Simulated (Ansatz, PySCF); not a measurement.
Caution: the highest occupied level lies above zero, so the state may not be bound. This singlet lies 0.67 eV below the relaxed triplet at the level frozen-core CCSD(T)/aug-cc-pVTZ // B3LYP-D3(BJ)/def2-TZVPD (Ansatz, a program for electronic structure).

B3LYP has the VWN-RPA correlation part, as in Gaussian. 

**HBF, SMILES `[BH-]F` (lower singlet) (charge -1, multiplicity 1)**

Calculation: B3LYP-D3(BJ)/def2-TZVPD run with PySCF.

- HOMO: 1.55 eV
- total energy: -125.3228 Ha
- cost: around 4 core-seconds (rough)

Bonds (Å): B1–F2 1.389, B1–H3 1.268. Bond angles (°): F2–B1–H3 104.0.
Charge -1, spin multiplicity 1.
